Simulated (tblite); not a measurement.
Species: C5H4NSe (doublet state).
Bonds: N1–C2 (triple), C2–C3, C3–C4 (double), C4–C5, C5–C6, C6–Se7, C3–Se7. Hydrogens: H8 on C4; H9, H10 on C5; H11 on C6.
Bond orders are those of one Lewis drawing.

Computed with GFN2-xTB (tblite), gas phase: L-BFGS steps from a force-field or distance-geometry start until the largest atomic force falls under 0.01 eV/Å.

Step 0: E = -508.2342 eV
```
atom  x, y, z in Å  |  force x, y, z in eV/Å
N1      3.6414   -0.3036    0.6601   -2.434   0.426  -0.475
C2      2.5056   -0.1338    0.4460    2.022  -0.488   0.360
C3      1.1351    0.0406    0.2113    0.287   1.640   0.627
C4      0.2052   -0.7379   -0.3012    0.815  -2.546  -0.651
C5     -1.1428   -0.2293   -0.4042   -3.080  -1.213  -0.284
C6     -1.5161    0.7534    0.6758    1.983   1.870  -1.546
Se7     0.2273    1.7186    0.6607   -0.441   0.317   1.162
H8      0.4822   -1.7749   -0.6060   -0.481   0.797   0.097
H9     -1.3169    0.2517   -1.4092    0.151  -0.500   0.554
H10    -1.9101   -1.0551   -0.2988    0.699   0.378  -0.524
H11    -2.3053    1.4731    0.3396    0.479  -0.680   0.679
```

Step 1: E = -508.4213 eV
```
atom  x, y, z in Å  |  force x, y, z in eV/Å
N1      3.6066   -0.2975    0.6533    6.236  -0.907   1.139
C2      2.5344   -0.1407    0.4512   -7.201   1.045  -1.321
C3      1.1392    0.0640    0.2203   -0.669   0.018  -0.159
C4      0.2169   -0.7743   -0.3105    0.366   0.908   0.574
C5     -1.1868   -0.2466   -0.4083   -0.059  -0.493  -0.070
C6     -1.4878    0.7801    0.6537    1.605   1.114  -1.283
Se7     0.2210    1.7231    0.6773   -0.205   0.053   0.864
H8      0.4753   -1.7635   -0.6046   -0.036  -0.495  -0.262
H9     -1.3147    0.2445   -1.4013    0.000  -0.470   0.256
H10    -1.9002   -1.0497   -0.3063   -0.305  -0.441  -0.294
H11    -2.2985    1.4634    0.3493    0.269  -0.334   0.556
```

Step 2: E = -508.5600 eV
```
atom  x, y, z in Å  |  force x, y, z in eV/Å
N1      3.6359   -0.3009    0.6582   -3.165   0.420  -0.633
C2      2.4911   -0.1368    0.4431    3.184  -0.296   0.643
C3      1.1364    0.0840    0.2264   -1.827  -0.742  -0.621
C4      0.2301   -0.7965   -0.3130   -0.651   2.890   1.096
C5     -1.2245   -0.2659   -0.4124    2.497   0.761   0.085
C6     -1.4488    0.8132    0.6230    0.941   0.206  -0.987
Se7     0.2137    1.7274    0.6995    0.102   0.135   0.603
H8      0.4691   -1.7585   -0.6058    0.349  -1.483  -0.536
H9     -1.3129    0.2340   -1.3922   -0.122  -0.455  -0.090
H10    -1.8946   -1.0493   -0.3154   -1.367  -1.440  -0.006
H11    -2.2902    1.4521    0.3627    0.058   0.004   0.447
```

Task: Estimate the geometry and energy of step 3. (The exact step hangs on the optimiser's Hessian estimate; all steps are aligned on step 2, rigid shifts and turns removed.)

Result: E = -508.7717 eV, largest force 1.865 eV/Å
```
atom  x, y, z in Å  |  force x, y, z in eV/Å
N1      3.6275   -0.3001    0.6562   -1.810   0.254  -0.371
C2      2.4970   -0.1359    0.4447    1.123  -0.080   0.252
C3      1.1169    0.0759    0.2196    0.191   0.419   0.279
C4      0.2246   -0.7646   -0.3004   -0.717  -0.458  -0.225
C5     -1.1990   -0.2594   -0.4116    0.642  -0.225   0.070
C6     -1.4363    0.8172    0.6108    0.679   0.356  -0.757
Se7     0.2144    1.7287    0.7070    0.197   0.320   0.629
H8      0.4727   -1.7746   -0.6118   -0.069   0.209  -0.025
H9     -1.3142    0.2286   -1.3927   -0.061  -0.425  -0.172
H10    -1.9089   -1.0645   -0.3160   -0.304  -0.314  -0.100
H11    -2.2891    1.4515    0.3681    0.129  -0.057   0.418
```

The energy changes by -0.2116 eV. The first-order estimate −F·Δx gives -0.3762 eV and the mean of the old and new forces, exact on a quadratic surface, -0.2134 eV. The step makes an angle of 30° with the force vector and moves no atom by more than 0.035 Å.

What follows is the cost of the whole relaxation. Hardware: Arm Neoverse V1, one thread, shared host. Cost: 0.32 s wall.
